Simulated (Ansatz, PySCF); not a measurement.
Another site gives an ion 67524.75 eV lower (`O[SiH2]Br`) at the level CAM-B3LYP-D3(BJ)/def2-TZVPD (PySCF).

The numbers are results of CAM-B3LYP-D3(BJ)/def2-TZVPD run with Ansatz (a program for electronic structure), not measurements. No frequencies were computed at this level.

Ansatz 0.2 input:
```yaml
crystal:
  periodic: [false, false, false]
  atoms:
    - { symbol: N, position_ang: [2.581051, -0.263934, -0.096901] }
    - { symbol: C, position_ang: [1.436754, -0.305875, -0.065509] }
    - { symbol: Si, position_ang: [-0.435448, -0.375544, 0.002125] }
    - { symbol: O, position_ang: [-1.058227, 1.091026, -0.285272] }
    - { symbol: H, position_ang: [-0.749473, -0.858965, 1.346149] }
    - { symbol: H, position_ang: [-0.92282, -1.16171, -1.117029] }
    - { symbol: H, position_ang: [-0.851835, 1.875002, 0.216437] }
basis:
  gaussian: { orbitals: def2-tzvpd }
hamiltonian:
  xc: cam_b3lyp
  dispersion: d3bj
relax:
  max_steps: 150
```

Output:

```
Functional definition: CAM-B3LYP
974 factors; their error is unknown
382 factors; integrals over basis functions are off by at most 9.1e-6 eV
mean field evaluation 1: about -12494.8306 eV, gradient 6.4e1 eV
mean field evaluation 2: about -12488.1396 eV, gradient 8.8e1 eV
mean field evaluation 4: about -12501.7549 eV, gradient 5.4e0 eV
mean field evaluation 8: about -12501.8064 eV, gradient 1.6e-1 eV
mean field evaluation 16: about -12501.8172 eV, gradient 5.2e-5 eV
mean field -12501.81717803 eV, -459.4333072566 hartree, gradient 5.2e-5 eV, S^2 0.000000; 0 other end points of the search recorded, 0 dependent functions left out
reference -12501.81731198 eV, -459.4333121792 hartree; 19, 19 occupied and 165, 165 virtual orbitals, 974 factors
relax step   1: F+E_penalty+E_count = -12501.91893470 eV  Δ(F+E_penalty+E_count) = +0.000e0 eV  max|allowed force component| = 4.285e-1 eV/Å  Δτ_max = 0.0000 Å  (29 SCF iters, accepted)
these checks for a lower state are left out or cut short: starts, cluster_reference, orbital_swaps, neighbouring_geometries, increment
974 factors; their error is unknown
382 factors; integrals over basis functions are off by at most 9.0e-6 eV
mean field -12501.84448084 eV, -459.4343106162 hartree, gradient 1.9e-5 eV, S^2 0.000000; 0 other end points of the search recorded, 0 dependent functions left out
reference -12501.84461485 eV, -459.4343155410 hartree; 19, 19 occupied and 165, 165 virtual orbitals, 974 factors
relax step   2: F+E_penalty+E_count = -12501.94619624 eV  Δ(F+E_penalty+E_count) = -2.726e-2 eV  max|allowed force component| = 1.789e-1 eV/Å  Δτ_max = 0.0562 Å  (34 SCF iters, accepted)
these checks for a lower state are left out or cut short: starts, cluster_reference, orbital_swaps, neighbouring_geometries, increment
974 factors; their error is unknown
382 factors; integrals over basis functions are off by at most 9.0e-6 eV
mean field -12501.84708729 eV, -459.4344064015 hartree, gradient 1.9e-5 eV, S^2 0.000000; 0 other end points of the search recorded, 0 dependent functions left out
reference -12501.84722124 eV, -459.4344113242 hartree; 19, 19 occupied and 165, 165 virtual orbitals, 974 factors
relax step   3: F+E_penalty+E_count = -12501.94893606 eV  Δ(F+E_penalty+E_count) = -2.740e-3 eV  max|allowed force component| = 7.612e-2 eV/Å  Δτ_max = 0.0214 Å  (34 SCF iters, accepted)
these checks for a lower state are left out or cut short: starts, cluster_reference, orbital_swaps, neighbouring_geometries, increment
974 factors; their error is unknown
382 factors; integrals over basis functions are off by at most 9.0e-6 eV
mean field evaluation 32: about -12501.8338 eV, gradient 1.4e0 eV
mean field -12501.84784673 eV, -459.4344343105 hartree, gradient 1.9e-5 eV, S^2 0.000000; 0 other end points of the search recorded, 0 dependent functions left out
reference -12501.84798069 eV, -459.4344392336 hartree; 19, 19 occupied and 165, 165 virtual orbitals, 974 factors
relax step   4: F+E_penalty+E_count = -12501.94973976 eV  Δ(F+E_penalty+E_count) = -8.037e-4 eV  max|allowed force component| = 1.279e-1 eV/Å  Δτ_max = 0.0190 Å  (34 SCF iters, accepted)
these checks for a lower state are left out or cut short: starts, cluster_reference, orbital_swaps, neighbouring_geometries, increment
974 factors; their error is unknown
382 factors; integrals over basis functions are off by at most 8.9e-6 eV
mean field -12501.84853155 eV, -459.4344594770 hartree, gradient 1.9e-5 eV, S^2 0.000000; 0 other end points of the search recorded, 0 dependent functions left out
reference -12501.84866552 eV, -459.4344644006 hartree; 19, 19 occupied and 165, 165 virtual orbitals, 974 factors
relax step   5: F+E_penalty+E_count = -12501.95047377 eV  Δ(F+E_penalty+E_count) = -7.340e-4 eV  max|allowed force component| = 3.733e-2 eV/Å  Δτ_max = 0.0098 Å  (34 SCF iters, accepted)
these checks for a lower state are left out or cut short: starts, cluster_reference, orbital_swaps, neighbouring_geometries, increment
974 factors; their error is unknown
382 factors; integrals over basis functions are off by at most 8.9e-6 eV
mean field -12501.84859753 eV, -459.4344619018 hartree, gradient 1.9e-5 eV, S^2 0.000000; 0 other end points of the search recorded, 0 dependent functions left out
reference -12501.84873152 eV, -459.4344668261 hartree; 19, 19 occupied and 165, 165 virtual orbitals, 974 factors
relax step   6: F+E_penalty+E_count = -12501.95053786 eV  Δ(F+E_penalty+E_count) = -6.408e-5 eV  max|allowed force component| = 9.515e-3 eV/Å  Δτ_max = 0.0020 Å  (35 SCF iters, accepted)
974 factors; their error is unknown
382 factors; integrals over basis functions are off by at most 8.9e-6 eV
mean field evaluation 64: about -12501.8485 eV, gradient 2.5e-1 eV
mean field -12501.84859753 eV, -459.4344619018 hartree, gradient 6.0e-5 eV, S^2 0.000000; 1 other end points of the search recorded, 0 dependent functions left out
reference -12501.84873152 eV, -459.4344668261 hartree; 19, 19 occupied and 165, 165 virtual orbitals, 974 factors
Total energy: -12501.95067185 eV, -459.4382130641 hartree
Atom 0 at     2.563596    -0.254574    -0.102444 Å, force     0.002742     0.002573     0.004067 eV/Å
Atom 1 at     1.418261    -0.296765    -0.076802 Å, force    -0.000894    -0.005436    -0.004662 eV/Å
Atom 2 at    -0.437033    -0.352791    -0.012531 Å, force     0.001413    -0.002182     0.002117 eV/Å
Atom 3 at    -1.047623     1.129538    -0.300666 Å, force     0.001090     0.009516     0.001055 eV/Å
Atom 4 at    -0.771453    -0.869986     1.324698 Å, force     0.002100     0.001607    -0.001975 eV/Å
Atom 5 at    -0.898035    -1.234260    -1.088936 Å, force    -0.002327     0.000904     0.001513 eV/Å
Atom 6 at    -0.827711     1.878839     0.256680 Å, force    -0.004123    -0.006982    -0.002115 eV/Å
Dipole moment:    -0.612658     0.106852     0.227562 e Å
```

Cost: about 2.1 core-minutes (a rough figure).
